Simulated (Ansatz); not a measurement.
The same molecule with X = C, Si, Ge, Sn. Ansatz, PBE0-D4/def2-TZVP geometries, multiplicity 1.

Elements past krypton have def2 core potentials. Scalar relativity is left out up to krypton.

| X | molecule | mean X–F bond length / Å | LUMO energy (PBE0/def2-TZVPP) / eV | LUMO energy (ωB97M-V/def2-TZVPP) / eV | HOMO energy (B3LYP/def2-TZVPP) / eV |
| --- | --- | --- | --- | --- | --- |
| C | `FC(F)(F)F` | 1.318 | 2.76 | 4.31 | -12.29 |
| Si | `F[Si](F)(F)F` | 1.562 | 0.53 | 2.34 | -12.45 |
| Ge | `[F][Ge]([F])([F])[F]` | 1.691 | -1.73 | 0.46 | -12.36 |

(1) Give the row for X = Sn, `[F][Sn]([F])([F])[F]`. (An estimate is asked.)

Results:

(1) Ansatz gave: 
```csv
X,molecule,mean X–F bond length / Å,LUMO energy (PBE0/def2-TZVPP) / eV,LUMO energy (ωB97M-V/def2-TZVPP) / eV,HOMO energy (B3LYP/def2-TZVPP) / eV
Sn,`[F][Sn]([F])([F])[F]`,1.876,-3.61,-1.41,-12.11
```

From C to Sn the mean X–F bond length rises at each step, by 0.558 Å in all; the LUMO energy (PBE0/def2-TZVPP) falls at each step, by 6.37 eV in all; the LUMO energy (ωB97M-V/def2-TZVPP) falls at each step, by 5.72 eV in all; the HOMO energy (B3LYP/def2-TZVPP) isn't monotonic: highest at Sn, lowest at Si. Bonds lengthen as the atom grows down the group.

B3LYP here is the variant with VWN-RPA as its local correlation; programs differ in this.
